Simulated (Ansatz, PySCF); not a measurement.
Pair of molecules: C2H6 (SMILES CC) (first 8 atoms) with C2H6O (SMILES COC); geometry from B3LYP-D3(BJ)/def2-TZVP.
(charge 0, multiplicity 1):
```xyz
17

C     -0.3239     0.7615     0.0300
C      0.1725    -0.6803    -0.0351
H     -1.3851     0.8256    -0.2208
H      0.2178     1.3972    -0.6736
H     -0.1888     1.1746     1.0301
H     -0.3752    -1.3199     0.6602
H      1.2313    -0.7461     0.2239
H      0.0506    -1.1033    -1.0346
C      1.1772    -0.3383     3.6993
O      0.1022     0.5568     3.5189
C     -1.1521    -0.0592     3.7064
H      1.1248    -1.1746     2.9907
H      1.1918    -0.7452     4.7190
H      2.0969     0.2181     3.5250
H     -1.3048    -0.8819     2.9959
H     -1.9160     0.6988     3.5408
H     -1.2548    -0.4562     4.7249
```

Basis-set superposition error: the interaction energy with monomers in their own basis, and in the dimer's basis (counterpoise).

Run with Ansatz (Gaussian orbitals); PySCF for 6-31G* rows, M06-2X. 

```tsv
level	uncorrected (meV)	counterpoise (meV)	difference
HF/6-31G*	5.5	41.2	35.7
PBE/def2-TZVPPD	-16.1	-13.1	3.0
r2SCAN/def2-TZVPPD	-36.8	-33.9	2.8
B97M-V/def2-TZVPPD	-69.6	-66.8	2.8
M06-2X/def2-TZVPPD	-57.4	-53.5	4.0
CAM-B3LYP/def2-TZVPPD	-12.4	-9.0	3.4
MP2/6-31G*	-82.7	-10.4	72.3
MP2/aug-cc-pVDZ	-119.7	-58.2	61.5
SCS-MP2/aug-cc-pVDZ	-96.3	-33.2	63.1
SCS-MP2/aug-cc-pVTZ	-67.3	-41.5	25.9
```

The error is largest for MP2/6-31G* (72.3 meV) and smallest for B97M-V/def2-TZVPPD (2.8 meV).

Ansatz is a program for electronic structure.
